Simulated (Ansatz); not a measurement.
`NC(F)S` and `FC([SiH3])S` differ in one atom or group.

Ansatz, PBE0-D4/def2-TZVP geometries, multiplicity 1. Each molecule was computed in one conformer, which needn't be the lowest.

```
                                      property  `NC(F)S`
size of the dipole moment (PBE/def2-TZVPP) / D      1.86
           HOMO energy (B3LYP/def2-TZVPP) / eV     -7.09
            HOMO energy (PBE0/def2-TZVPP) / eV     -7.33
         HOMO–LUMO gap (B3LYP/def2-TZVPP) / eV      6.93
             LUMO energy (PBE/def2-TZVPP) / eV     -0.79
       HOMO–LUMO gap (ωB97M-V/def2-TZVPP) / eV     11.52
```

Task: Give the same properties after the change, and the shifts. (An estimate is asked.)

Result: The calculation gave: 
```csv
property,`FC([SiH3])S`,shift
size of the dipole moment (PBE/def2-TZVPP) / D,1.30,-0.56
HOMO energy (B3LYP/def2-TZVPP) / eV,-7.33,-0.24
HOMO energy (PBE0/def2-TZVPP) / eV,-7.56,-0.23
HOMO–LUMO gap (B3LYP/def2-TZVPP) / eV,6.91,-0.02
LUMO energy (PBE/def2-TZVPP) / eV,-1.08,-0.29
HOMO–LUMO gap (ωB97M-V/def2-TZVPP) / eV,11.34,-0.18
```

With PBE0 the HOMO falls by 0.23 eV and the LUMO falls by 0.34 eV, so the gap narrows by about 0.11 eV. PBE moves the HOMO by -0.31 eV and ωB97M-V by -0.18 eV. The zero-point energy changes by -6.3 kJ/mol with +3 modes. Dipoles are sizes alone; their direction can turn.

B3LYP here is the variant with VWN-RPA as its local correlation; programs differ in this.
